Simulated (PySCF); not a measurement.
# How the method changes the constants of SnC

State: ³Π (triplet), unpaired electrons σ ↑, π ↑. Set-up: Sn x2c-SVPall, C x2c-SVPall; spin-free X2C with a Gaussian nucleus (PySCF 2.14). De refers to Sn + C in their high-spin ground configurations, without counterpoise correction. The functionals are run spin-unrestricted. A positive dipole means Sn(−)C(+). Levels whose curve was spin-contaminated or gave no clean fit are not listed.

| Level | Re (Å) | ωe (cm⁻¹) | De (eV) | μ (D) |
| --- | --- | --- | --- | --- |
| ROHF-MP2 | 2.003 | 763 | 2.62 | n/a |
| ROHF-SCS-MP2 | 2.008 | 749 | 2.41 | n/a |
| ROHF-CCSD | 2.027 | 672 | 2.51 | n/a |
| ROHF-CCSD(T) | 2.038 | 658 | 2.77 | n/a |
| PBE | 2.023 | 672 | 3.64 | -2.44 |
| TPSS | 2.021 | 668 | 3.40 | -2.46 |

The bond length runs from 2.003 Å (ROHF-MP2) to 2.038 Å (ROHF-CCSD(T)). De spans 2.41 eV (ROHF-SCS-MP2, perturbation theory) to 3.64 eV (PBE, GGA).

Correlated steps freeze 19 core orbitals. Correlated levels converge slowly with the basis: in double zeta they bind strong bonds too weakly, by up to about 1 eV, and carry superposition errors of some tenths. Spin–orbit coupling is left out, which matters for elements this heavy, above all for dissociation energies. The CCSD T1 diagnostic is raised, a sign that a single reference may not be enough here. The state is the lowest determinant that a PBE0 search found; another state may lie lower at other levels.

The whole job (state search and all levels along the bond) took about 2.6 min on 1 thread of Arm Neoverse V1 (shared host), peak memory 0.56 GiB.
